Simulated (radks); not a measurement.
The mean radii <r> (bohr) of the occupied orbitals of an atom or ion are listed with their occupations. All-electron calculation, scalar-relativistic Kohn-Sham, exchange-only LDA, spin-polarised, spherical densities, point nucleus. Program: a radial shooting solver on a logarithmic mesh with Libxc functionals.

| orbital | occ. | <r> |
|---|---|---|
| 1s up | 1 | 0.03711 |
| 1s down | 1 | 0.03711 |
| 2s up | 1 | 0.1621 |
| 2s down | 1 | 0.1619 |
| 2p up | 3 | 0.1412 |
| 2p down | 3 | 0.1410 |
| 3s up | 1 | 0.4240 |
| 3s down | 1 | 0.4254 |
| 3p up | 3 | 0.4174 |
| 3p down | 3 | 0.4190 |
| 3d up | 3 | 0.3814 |

Name the element and its charge. Open shells, if any, are filled with parallel spins first.

Answer. Z = 40, zirconium, charge +19: Zr19+ in [Ar] 3d3. The 1s radius gives Z: for a bare nucleus <r> = (2 gamma + 1)/(2Z) with gamma = sqrt(1 - (Z/c)^2), 0.03641 bohr for Z = 40, and screening makes it slightly larger (0.03711 here). The occupations add up to 21, and the charge is Z minus that.
